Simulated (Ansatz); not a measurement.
Born–Oppenheimer molecular dynamics of Cl$_{3}$H$_{3}$O$_{2}$Sn (9 atoms, charge 0, multiplicity 1). It starts at the highest image of a converged band, a first-order saddle point between two minima.

All numbers below come from RKS PBE0/def2-SVP (Ansatz 0.2.0).

```yaml
ensemble: NVE (velocity Verlet)
time_step: 0.5 fs
steps_asked: 200
starting_velocities_drawn_for: 300 K
seed: 2457
```

First frame:

```xyz
9
Properties=species:S:1:pos:R:3
Sn 0.144 -0.418 -0.473
Cl -1.247 -0.548 2.171
Cl 1.860 -0.351 -2.038
O -0.387 1.436 -0.201
H -0.918 1.455 0.613
Cl -1.362 -1.991 -1.269
O 1.152 -1.181 1.144
H 1.606 -2.028 1.031
H 0.110 -1.050 1.926
```

**Question.** How far do the bonds stretch over the last three quarters of this one trajectory? (Pairs bonded in most of those frames.)

**Answer.** 
```csv
bond,mean (Å),spread (Å),shortest,longest
Sn1–Cl2,2.848,0.166,2.46,3.03
Sn1–Cl3,2.353,0.049,2.26,2.42
Sn1–O4,1.953,0.015,1.93,1.98
Sn1–Cl6,2.318,0.068,2.22,2.43
Sn1–O7,2.173,0.094,2.05,2.34
O4–H5,0.974,0.003,0.97,0.98
O7–H8,0.970,0.006,0.95,0.98
O7–H9,1.048,0.050,0.98,1.14
```

Pairs bonded in part of these frames only: Sn1–Cl2 83 %, Cl2–H9 5 %.

Mean temperature of the second half: 466 K. The conserved energy stayed within 0.036 meV per atom of its start (net change -0.031 meV per atom), so the integration is sound. The kinetic energy rose, since the run started high on the potential surface and went downhill. A run of 0.1 ps of so small a system gives no equilibrium averages. The orbitals stay closed-shell, which can raise the energy where a bond breaks towards radicals; this wasn't checked here.

The run took 4.7 min on 4 threads of Intel(R) Xeon(R) 6975P-C (Granite Rapids), on a shared host, peak memory 0.39 GiB.
